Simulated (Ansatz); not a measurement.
Frontier orbitals of GeH4S3 (`[SH][GeH]([SH])[SH]`).

```xyz
8

S    -0.1752   -0.3949   -2.2132
Ge   -0.2344    0.3515   -0.1319
S     1.7044    1.3362    0.2885
S    -0.4211   -1.2600    1.3826
H     0.8060   -1.2755   -1.9539
H    -1.4343    1.3092   -0.0673
H     1.4630    1.4465    1.6069
H    -1.7084   -1.5130    1.0884
```

Charge 0, multiplicity 1. Correlated methods include outer-core shells of Ge, which these sets cover unevenly. Scalar relativity is left out up to krypton. The structure was optimised at the PBE0-D4/def2-TZVP level. It is one conformer, not always the lowest. Basis def2-TZVPP, Ansatz 0.2.0.

| functional | HOMO (eV) | LUMO (eV) | gap (eV) |
| --- | --- | --- | --- |
| LDA (SPW92) | -6.40 | -2.06 | 4.34 |
| PBE | -6.29 | -1.83 | 4.46 |
| revPBE | -6.24 | -1.74 | 4.50 |
| BLYP | -6.11 | -1.75 | 4.36 |
| r2SCAN | -6.58 | -1.60 | 4.98 |
| PBE0 | -7.51 | -0.89 | 6.62 |
| r2SCAN0 | -7.70 | -0.77 | 6.93 |
| BHLYP | -8.58 | 0.10 | 8.68 |
| LC-ωPBE | -10.23 | 1.32 | 11.55 |
| ωB97M-V | -9.66 | 1.06 | 10.72 |

A quarter of exact exchange (PBE0) shifts PBE's HOMO by −1.23 eV and its LUMO by +0.93 eV; full exchange at long range (ωB97M-V) shifts them by −3.38 and +2.88 eV. The gap opens from 4.46 to 10.72 eV, since occupied levels lose self-interaction and empty ones feel all the electrons. A positive LUMO is unbound and depends on the basis.

LC-ωPBE has ω = 0.4 bohr⁻¹.
